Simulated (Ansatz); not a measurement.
One change: `C[SiH2]B[SiH3]` becomes `B[SiH2]C`.

Ansatz, PBE0-D4/def2-TZVP geometries, multiplicity 1. Each molecule was computed in one conformer, which needn't be the lowest.

```
                                      property  `C[SiH2]B[SiH3]`
            HOMO energy (PBE0/def2-TZVPP) / eV             -7.75
             HOMO energy (PBE/def2-TZVPP) / eV             -6.60
         LUMO energy (ωB97M-V/def2-TZVPP) / eV             -0.74
           HOMO energy (B3LYP/def2-TZVPP) / eV             -7.57
         HOMO–LUMO gap (B3LYP/def2-TZVPP) / eV              4.70
size of the dipole moment (PBE/def2-TZVPP) / D              0.54
```

(1) What does the change do to each property? (Estimate.)

Answers

(1) The calculation gave: 
| property | `B[SiH2]C` | shift |
| --- | --- | --- |
| HOMO energy (PBE0/def2-TZVPP) / eV | -8.10 | -0.35 |
| HOMO energy (PBE/def2-TZVPP) / eV | -6.88 | -0.28 |
| LUMO energy (ωB97M-V/def2-TZVPP) / eV | -0.36 | 0.38 |
| HOMO energy (B3LYP/def2-TZVPP) / eV | -7.92 | -0.35 |
| HOMO–LUMO gap (B3LYP/def2-TZVPP) / eV | 5.40 | 0.70 |
| size of the dipole moment (PBE/def2-TZVPP) / D | 0.75 | 0.21 |

With PBE0 the HOMO falls by 0.35 eV and the LUMO rises by 0.40 eV, so the gap widens by about 0.75 eV. PBE moves the HOMO by -0.28 eV and ωB97M-V by -0.42 eV. Dipoles are sizes alone; their direction can turn.

B3LYP here is the variant with VWN-RPA as its local correlation; programs differ in this.
